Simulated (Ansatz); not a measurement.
CdI (SMILES [Cd+][I]), charge +1, singlet, geometry from GFN2-xTB (such geometries of metal compounds can be far from the true shape) (core potentials on Cd, I); B3LYP/def2-SVP run with Ansatz (a program for electronic structure).

Input for Ansatz:
Ansatz 0.2 input:
```yaml
crystal:
  periodic: [false, false, false]
  atoms:
    - {symbol: Cd, position_ang: [-0.00000000, -0.00000000, -1.34136029]}
    - {symbol: I, position_ang: [0.00000000, 0.00000000, 1.21481687]}
basis:
  gaussian:
    orbitals: def2-SVP
hamiltonian:
  xc: b3lyp
total_charge: 1
accuracy: high
```

The log (banner, timings and long lists left out):

```
Functional definition: B3LYP
1200 factors; integrals over basis functions are off by at most 3.3e-9 eV
mean field evaluation 1: about -12655.7108 eV, gradient 3.9e1 eV
mean field evaluation 2: about -12608.5710 eV, gradient 1.1e2 eV
mean field evaluation 4: about -12661.4853 eV, gradient 5.3e0 eV
mean field evaluation 8: about -12661.6036 eV, gradient 4.4e-1 eV
mean field evaluation 16: about -12661.6043 eV, gradient 9.6e-6 eV
mean field -12661.60426265 eV, -465.3053743089 hartree, gradient 7.3e-9 eV, S^2 0.000000; 0 other end points of the search recorded, 0 dependent functions left out
reference -12661.60429041 eV, -465.3053753291 hartree; 22, 22 occupied and 35, 35 virtual orbitals, 1200 factors
Total energy: -12661.60429041 eV, -465.3053753291 hartree
```
